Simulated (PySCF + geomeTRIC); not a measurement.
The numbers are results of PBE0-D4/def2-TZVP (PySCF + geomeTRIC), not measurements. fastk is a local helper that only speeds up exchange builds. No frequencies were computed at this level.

```python
import json, numpy as np
from pyscf import gto, dft
from fastk import lowrank_exchange
atoms = """
C     -1.117807    -0.270341     0.223676
Si     0.731464    -0.278173    -0.207725
O      1.442751     1.135499     0.177460
H     -1.278716    -0.032453     1.272111
H     -1.669158     0.459671    -0.365009
H     -1.567549    -1.240145     0.037140
H      1.489133    -1.209219     0.616844
H      0.877498    -0.538737    -1.644478
H      1.092383     1.973898    -0.110020
"""
def scf(charge, spin, dm0=None):
    mol = gto.M(atom=atoms, basis='def2-tzvp', ecp={}, charge=charge, spin=spin, verbose=3, max_memory=5040)
    mf = dft.KS(mol, xc='pbe0').density_fit(auxbasis="def2-universal-jkfit")
    mf.disp = 'd4'
    mf.grids.level = 3
    mf.conv_tol = 1e-8
    mf.max_cycle = 60
    mf.kernel(dm0)
    if not mf.converged:
        mf = mf.newton().run(mf.mo_coeff, mf.mo_occ).undo_soscf()
    return mf
mf = scf(0, 0)
from pyscf.geomopt.geometric_solver import kernel as optimize
path = []
done, mol = optimize(mf, maxsteps=80, assert_convergence=False, callback=lambda env: path.append((env["energy"], bool(env["g_scanner"].converged))))
res = dict(converged=bool(done and path[-1][1]), energy=path[-1][0], path=[e for e, c in path], xyz=mol.atom_coords(unit="Angstrom").tolist(), nao=mol.nao)
json.dump(res, open("result.json", "w"))
```

Output:

```
converged SCF energy = -406.286044827586
Geometry optimization cycle 1
converged SCF energy = -406.286044826382
cycle 1: E = -406.286044826  dE = -406.286  norm(grad) = 0.0338585
Geometry optimization cycle 2
converged SCF energy = -406.287947628725
cycle 2: E = -406.287947629  dE = -0.0019028  norm(grad) = 0.0066587
Geometry optimization cycle 3
converged SCF energy = -406.288121171027
cycle 3: E = -406.288121171  dE = -0.000173542  norm(grad) = 0.00284781
Geometry optimization cycle 4
converged SCF energy = -406.288176895959
cycle 4: E = -406.288176896  dE = -5.57249e-05  norm(grad) = 0.00142776
Geometry optimization cycle 5
converged SCF energy = -406.288189947905
cycle 5: E = -406.288189948  dE = -1.30519e-05  norm(grad) = 0.000984077
Geometry optimization cycle 6
converged SCF energy = -406.288214700507
cycle 6: E = -406.288214701  dE = -2.47526e-05  norm(grad) = 0.00143616
Geometry optimization cycle 7
converged SCF energy = -406.28823486777
cycle 7: E = -406.288234868  dE = -2.01673e-05  norm(grad) = 0.00200066
Geometry optimization cycle 8
converged SCF energy = -406.288259385934
cycle 8: E = -406.288259386  dE = -2.45182e-05  norm(grad) = 0.00190229
Geometry optimization cycle 9
converged SCF energy = -406.28827129932
cycle 9: E = -406.288271299  dE = -1.19134e-05  norm(grad) = 0.000975298
Geometry optimization cycle 10
converged SCF energy = -406.288274496937
cycle 10: E = -406.288274497  dE = -3.19762e-06  norm(grad) = 0.000228879
Geometry optimization cycle 11
converged SCF energy = -406.288274866446
cycle 11: E = -406.288274866  dE = -3.69509e-07  norm(grad) = 0.000114388
<class 'geometric.internal.Distance'> : 8
<class 'geometric.internal.Angle'> : 13
<class 'geometric.internal.Dihedral'> : 12
<class 'geometric.internal.TranslationX'> : 1
<class 'geometric.internal.TranslationY'> : 1
<class 'geometric.internal.TranslationZ'> : 1
<class 'geometric.internal.RotationA'> : 1
<class 'geometric.internal.RotationB'> : 1
<class 'geometric.internal.RotationC'> : 1
Step    0 : Gradient = 1.129e-02/2.202e-02 (rms/max) Energy = -406.2860448264
Step    1 : Displace = 3.386e-02/6.496e-02 (rms/max) Trust = 1.000e-01 (=) Grad = 2.220e-03/4.158e-03 (rms/max) E (change) = -406.2879476287 (-1.903e-03) Quality = 1.101
Step    2 : Displace = 1.106e-02/1.794e-02 (rms/max) Trust = 1.414e-01 (+) Grad = 9.493e-04/1.981e-03 (rms/max) E (change) = -406.2881211710 (-1.735e-04) Quality = 1.382
Step    3 : Displace = 9.987e-03/1.963e-02 (rms/max) Trust = 2.000e-01 (+) Grad = 4.759e-04/9.461e-04 (rms/max) E (change) = -406.2881768960 (-5.572e-05) Quality = 1.180
Step    4 : Displace = 4.402e-03/9.992e-03 (rms/max) Trust = 2.828e-01 (+) Grad = 3.280e-04/5.552e-04 (rms/max) E (change) = -406.2881899479 (-1.305e-05) Quality = 1.663
Step    5 : Displace = 1.249e-02/2.894e-02 (rms/max) Trust = 3.000e-01 (+) Grad = 4.787e-04/9.489e-04 (rms/max) E (change) = -406.2882147005 (-2.475e-05) Quality = 1.414
Step    6 : Displace = 1.356e-02/3.224e-02 (rms/max) Trust = 3.000e-01 (=) Grad = 6.669e-04/1.215e-03 (rms/max) E (change) = -406.2882348678 (-2.017e-05) Quality = 1.562
Step    7 : Displace = 2.067e-02/5.014e-02 (rms/max) Trust = 3.000e-01 (=) Grad = 6.341e-04/1.156e-03 (rms/max) E (change) = -406.2882593859 (-2.452e-05) Quality = 1.375
Step    8 : Displace = 1.180e-02/2.911e-02 (rms/max) Trust = 3.000e-01 (=) Grad = 3.251e-04/6.337e-04 (rms/max) E (change) = -406.2882712993 (-1.191e-05) Quality = 1.299
Step    9 : Displace = 3.086e-03/7.045e-03 (rms/max) Trust = 3.000e-01 (=) Grad = 7.629e-05/1.431e-04 (rms/max) E (change) = -406.2882744969 (-3.198e-06) Quality = 1.114
Step   10 : Displace = 9.058e-04/1.393e-03 (rms/max) Trust = 3.000e-01 (=) Grad = 3.813e-05/6.254e-05 (rms/max) E (change) = -406.2882748664 (-3.695e-07) Quality = 0.939
Converged! =D
```

Cost: very roughly 2.1 core-minutes.
